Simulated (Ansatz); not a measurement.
Gas-phase electronic energies from Ansatz, PBE0-D4/def2-TZVP geometries. CCSD(T)/CBS adds triple-zeta CCSD(T) − MP2 to the extrapolated MP2 energy (def2 sets, frozen cores). Functionals use def2-TZVPP. B3LYP here is the variant with VWN-RPA as its local correlation; programs differ in this. Elements past krypton have def2 core potentials. For Ge, Se, Sn outer-core shells are correlated without core-valence functions, which leaves a few kJ/mol of doubt a bond. Scalar relativity is left out up to krypton. One conformer a species, not always the lowest.

Consider the redistribution: `C[Se][SnH]([Cl])[Cl]` + `C[S][GeH]([F])[F]` → `[Cl][SnH]([Cl])[SeH]` + `C[S][Ge]([CH3])([F])[F]`.

`C[Se][SnH]([Cl])[Cl]`:

```xyz
9

C    -1.667    0.212    0.030
Se   -0.352    1.433   -0.759
Sn    1.634    0.053   -0.172
Cl    1.630   -0.326    2.122
Cl    1.361   -2.073   -1.070
H    -1.628   -0.754   -0.470
H    -1.489    0.109    1.097
H    -2.636    0.678   -0.142
H     3.146    0.667   -0.636
```

`C[S][GeH]([F])[F]`:

Z-matrix (Å, degrees):
```
C
S 1 1.821
H 1 1.089 2 111.0
H 1 1.090 2 111.7 3 -123.9
H 1 1.089 2 105.8 3 118.2
Ge 2 2.178 1 97.8 3 62.1
F 6 1.721 2 107.1 1 -172.8
F 6 1.729 2 109.4 1 -58.6
H 6 1.530 2 118.6 1 63.3
```

`[Cl][SnH]([Cl])[SeH]`:

Cartesian coordinates in Å:
```
Cl 1.126 -1.559 1.380
Sn 0.058 -0.399 -0.319
Cl -1.716 -1.701 -1.029
Se -0.983 1.689 0.583
H 1.174 -0.229 -1.588
H 0.341 2.199 0.974
```

`C[S][Ge]([CH3])([F])[F]`:

Cartesian coordinates in Å:
```
C -0.487 -1.261 1.673
S -1.497 0.157 1.141
Ge -0.599 0.452 -0.831
C 1.201 1.118 -0.982
F -1.668 1.503 -1.689
F -0.660 -1.060 -1.681
H 0.558 -0.984 1.806
H -0.576 -2.088 0.971
H -0.891 -1.568 2.637
H 1.470 1.165 -2.038
H 1.890 0.451 -0.464
H 1.259 2.114 -0.542
```

```
         level  ΔE (kJ/mol)
    r2SCAN0-D4        -52.4
        B2PLYP        -49.7
           PBE        -47.6
          BLYP        -47.4
         B3LYP        -49.8
MP2/def2-TZVPP        -49.7
 HF/def2-QZVPP        -51.4
CCSD/CBS(def2)        -52.0
```

Task: What does CCSD(T)/CBS give? (Estimate.)

Result: Computed: -50.7 kJ/mol. The listed levels differ from it by -1.7, 1.0, 3.1, 3.3, 0.9, 1.0, -0.7, -1.3 kJ/mol.

Largest T1 diagnostic among the species: 0.012.

From BLYP to BHLYP (50 % exact exchange), in def2-TZVPP and without D4, ΔE moves by −4.6 kJ/mol. Leaving LDA and LC-ωPBE aside and taking each functional with its dispersion term where it has one, the values, not all of them listed here, spread over 8.4 kJ/mol, from r2SCAN0-D4 to revPBE-D4.

CCSD(T)/CBS has its own doubt, a few kJ/mol and more with outer-core shells, so smaller differences from it don't rank the levels.
